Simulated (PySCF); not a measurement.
A PySCF script (with the pyscf-properties extension) for the NMR shieldings of SMILES C[SiH2]O[Si@H](C)CF, C3H11FOSi2, on a GFN2-xTB geometry:

```python
import basis_set_exchange as bse
import numpy as np
from pyscf import gto, dft
from pyscf.prop import nmr

atoms = """
C     2.867573   -0.765622   -0.384592
Si    1.914648    0.791710    0.127457
O     0.368425    0.658618   -0.359341
Si   -1.088098    0.305110   -0.972165
C    -2.393415    1.409482   -0.157637
C    -1.412113   -1.538690   -0.536848
F    -2.662841   -1.942699   -0.967232
H     2.877776   -0.890721   -1.464276
H     2.421333   -1.660585    0.041876
H     3.899411   -0.722174   -0.049823
H     1.850489    0.931164    1.583744
H     2.431970    1.993121   -0.529218
H    -1.008040    0.459460   -2.426356
H    -2.246836    2.451667   -0.425020
H    -3.393180    1.125010   -0.470781
H    -2.353857    1.341593    0.926893
H    -0.695668   -2.209983   -1.017508
H    -1.386337   -1.730144    0.539652
"""
names = dict.fromkeys(["C", "Si", "O", "F", "H"], "pcSseg-1")
basis = {el: gto.basis.parse(bse.get_basis(n, elements=[el], fmt="nwchem")) for el, n in names.items()}
mol = gto.M(atom=atoms, basis=basis, charge=0, verbose=0)
mf = dft.RKS(mol, xc="PBE0")
mf.grids.level = 2
mf.grids.alignment = dft.numint.BLKSIZE   # the property module wants whole blocks of grid points
mf.conv_tol = 1e-9
mf.kernel()

calc = nmr.RKS(mf)   # GIAO
C = mf.mo_coeff
Co = C[:, mf.mo_occ > 0]
resp = mf.gen_response(singlet=True, hermi=2)
def vind(x):   # induced exchange potential for any number of trial vectors
    d = np.einsum("pi,xij,qj->xpq", C, 2 * x.reshape(-1, C.shape[1], Co.shape[1]), Co, optimize=True)
    return np.einsum("xpq,pi,qj->xij", resp(d - d.transpose(0, 2, 1)), C, Co, optimize=True).ravel()
mo1, _ = nmr.rhf.solve_mo1(calc, with_cphf=vind)
sigma = calc.kernel(mo1)
for i, s in enumerate(sigma):   # ppm
    w = np.linalg.eigvalsh((s + s.T) / 2)
    print("%2d %-2s iso %8.1f  s11 %8.1f  s22 %8.1f  s33 %8.1f" % (i, mol.atom_pure_symbol(i), w.mean(), *w))
```

Problem. Give the expected output.

Solution. 
```
 0 C  iso    186.3  s11    172.8  s22    189.9  s33    196.4
 1 Si iso    371.9  s11    322.2  s22    373.3  s33    420.1
 2 O  iso    303.3  s11    242.9  s22    315.7  s33    351.4
 3 Si iso    365.6  s11    321.4  s22    384.9  s33    390.7
 4 C  iso    187.9  s11    179.6  s22    189.3  s33    194.8
 5 C  iso    107.1  s11     61.2  s22     81.3  s33    178.6
 6 F  iso    482.3  s11    437.5  s22    489.4  s33    519.8
 7 H  iso     31.2  s11     27.4  s22     29.1  s33     37.0
 8 H  iso     31.4  s11     27.3  s22     29.9  s33     37.0
 9 H  iso     31.9  s11     27.9  s22     27.9  s33     39.8
10 H  iso     26.5  s11     22.5  s22     25.6  s33     31.5
11 H  iso     26.5  s11     22.5  s22     25.3  s33     31.7
12 H  iso     26.5  s11     23.2  s22     25.0  s33     31.2
13 H  iso     31.2  s11     27.1  s22     28.5  s33     38.0
14 H  iso     31.5  s11     26.8  s22     29.0  s33     38.6
15 H  iso     31.3  s11     27.6  s22     28.9  s33     37.5
16 H  iso     26.9  s11     22.5  s22     26.6  s33     31.5
17 H  iso     27.0  s11     23.3  s22     26.8  s33     31.0
```

These numbers come from an equivalent density-fitted implementation of the same equations, which agrees with the script to about 0.01 ppm for H and up to a few tenths of a ppm for heavy atoms, so last digits may differ.

Problem. Turn these shieldings into chemical shifts. δ = σ(ref) − σ, references computed at the same level: ¹³C (σ = 186.93 ppm) and ²⁹Si (σ = 349.16 ppm) and ¹H (σ = 31.72 ppm) against TMS; ¹⁷O (σ = 336.08 ppm) against H2O; CFCl3 for ¹⁹F (σ = 170.95 ppm).

Solution. Averaging equivalent atoms: C 5: 79.9; C 0: 0.6; C 4: -0.9; Si 3: -16.5; Si 1: -22.7; O 2: 32.8; F 6: -311.3; H 12: 5.24; H 11: 5.23; H 10: 5.17; H 16: 4.83; H 17: 4.67; H 13/14/15: 0.38; H 7/8/9: 0.22 ppm. Unscaled 19F shifts against computed CFCl3 carry errors that often reach 10 to 50 ppm. Experimental scales use liquid or dissolved standards, which lie at an offset from isolated H2O (liquid H2O: subtract about 36 ppm).

Size and cost of the density-fitted run: 188 basis functions, 35 s wall time on 1 thread of an Arm Neoverse V2, shared host; peak memory 0.89 GiB.
